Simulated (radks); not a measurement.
Neutral technetium inside a hard spherical wall (all orbitals vanish at R), configuration held at [Kr] 4d5 5s2 and not refilled when levels cross. All-electron calculation, scalar-relativistic Kohn-Sham, LDA (Slater exchange, Perdew-Wang correlation), spin-polarised, spherical densities, point nucleus; open shells are filled with parallel spins first (spin-orbit coupling, left out, can overturn this in heavy ions). Program: a radial shooting solver on a logarithmic mesh with Libxc functionals. Eigenvalues in eV for spin up, with the zero of energy where the potential of the charges vanishes at infinity; a dash marks a level that is unbound or too diffuse for the functional's potential to be trusted. A positive occupied level is held by the wall or, in an anion where self-interaction has pushed it up, behind a barrier. The pressure on the wall is -dE/dV.

R (bohr)  E (hartree)  kinetic (hartree)    e(4s)    e(4p)   e(4d)   e(5s)  e(5p, empty)  e(6s, empty)  pressure (GPa)
free      -4281.39334           4419.637  -74.331  -46.432  -7.864  -5.746        -1.747        -0.065               0
12        -4281.39329           4419.638  -74.326  -46.426  -7.858  -5.741        -1.724         0.777        0.000986
10        -4281.39282           4419.643  -74.290  -46.391  -7.824  -5.712        -1.641         1.708          0.0141
7         -4281.37758           4419.746  -73.743  -45.846  -7.312  -5.210        -0.678         7.015           0.850
5         -4281.23364           4420.448  -71.321  -43.472  -5.117  -2.413         3.610        23.095            18.1
3.5       -4280.25533           4424.290  -63.475  -35.952   2.390  10.640        20.872        73.110             315
3         -4278.95167           4429.072  -57.030  -29.738   9.324  25.058        38.532        117.30            1030
2.5       -4275.58776           4440.987  -45.259  -17.908  23.408  57.268        75.748        202.12            4050
2         -4265.41561           4474.343  -19.904    9.261  56.413  138.00        163.53        385.53           20600
1.5       -4227.85020           4581.614   53.770   90.278  150.34  372.77        405.82        856.13          149000
